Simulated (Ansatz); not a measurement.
Consider the redistribution: `[CH3][Ge][NH2]` + `F[Si](F)(Cl)O[SiH3]` → `[NH2][Ge][O][SiH3]` + `C[Si](F)(F)Cl`.

Calculated with Ansatz (gas phase, PBE0-D4/def2-TZVP geometries, no zero-point term in ΔE). CCSD(T)/CBS is the MP2 limit (def2-TZVPP, def2-QZVPP) plus CCSD(T) − MP2 in def2-TZVPP, frozen cores. DFT in def2-TZVPP. For Ge outer-core shells are correlated without core-valence functions, which leaves a few kJ/mol of doubt a bond. Scalar relativity is left out up to krypton. One conformer a species, not always the lowest.

`[CH3][Ge][NH2]`:

```xyz
8

C    -0.316   -0.632    1.028
Ge    1.098   -0.670   -0.388
N     0.460    0.765   -1.307
H    -0.397    0.364    1.471
H    -0.110   -1.353    1.820
H    -1.285   -0.883    0.581
H     0.901    1.099   -2.148
H    -0.352    1.310   -1.056
```

`F[Si](F)(Cl)O[SiH3]`:

```xyz
9

F    -0.333    1.966    1.444
Si    0.770    1.124    0.702
F     1.322    2.019   -0.469
Cl    2.267    0.735    1.987
O     0.152   -0.222    0.130
Si   -0.834   -1.193   -0.759
H    -0.460   -2.596   -0.473
H    -0.643   -0.890   -2.197
H    -2.241   -0.943   -0.367
```

`[NH2][Ge][O][SiH3]`:

```xyz
9

N     1.281   -1.246    1.644
Ge    1.232    0.416    0.926
O    -0.160    0.048   -0.160
Si   -1.026    0.879   -1.269
H     1.943   -1.532    2.347
H     0.640   -1.977    1.373
H    -0.924    0.211   -2.594
H    -2.456    0.922   -0.864
H    -0.530    2.278   -1.403
```

`C[Si](F)(F)Cl`:

Z-matrix (Å, degrees):
```
C
Si 1 1.832
H 1 1.091 2 110.4
H 1 1.092 2 110.1 3 120.0
H 1 1.092 2 110.4 3 -120.0
F 2 1.582 1 111.0 3 -179.3
F 2 1.582 1 111.0 3 -61.0
Cl 2 2.029 1 112.6 3 59.9
```

| level | ΔE (kcal/mol) |
| --- | --- |
| revPBE-D4 | -2.8 |
| r2SCAN-D4 | -1.4 |
| r2SCANh-D4 | -0.8 |
| BHLYP-D4 | 1.0 |
| revPBE | -3.1 |
| BHLYP | 0.9 |
| RPA@PBE/def2-TZVPP | 0.5 |
| MP2/def2-QZVPP | 0.1 |

What does CCSD(T)/CBS give? (Best estimate.)

Ansatz gave: +0.7 kcal/mol. The listed levels differ from it by -3.5, -2.1, -1.5, 0.3, -3.8, 0.2, -0.2, -0.6 kcal/mol.

Largest T1 diagnostic among the species: 0.014.

From r2SCAN to r2SCAN0 (25 % exact exchange), in def2-TZVPP and without D4, ΔE moves by +1.5 kcal/mol. At CCSD(T), def2-SVP lies −2.9 kcal/mol from the extrapolated value and def2-TZVPP −0.1 kcal/mol.
